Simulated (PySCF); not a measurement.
Computed IR spectrum (relative IR intensity) of a molecule C3H6BFN2. Geometry optimised at B3LYP-D3(BJ)/def2-SVP. Other conformers were not sampled. Computed with B3LYP-D3(BJ)/def2-SVP run with PySCF. Harmonic, unscaled wavenumbers; measured fundamentals usually lie a few per cent lower.

ν (cm⁻¹): 396 (w), 640 (w), 836 (w), 897 (vw), 1013 (w), 1047 (vw), 1235 (vw), 1272 (m), 1316 (w), 1400 (s), 1439 (w), 1445 (w), 1465 (vw), 1476 (w), 1569 (vs), 1644 (w), 2999 (w), 3005 (m), 3038 (w), 3062 (w), 3131 (w) (against the strongest line: vs over 80 %, s over 45 %, m over 15 %, w over 4 %, vw less)

**Question.** Which molecule gave these data?
A. NB(N)C=C=CF
B. CN1CN=CB1F
C. NCC1=NCB1F
D. C=C/N=C/B(N)F

**Answer.** B, CN1CN=CB1F
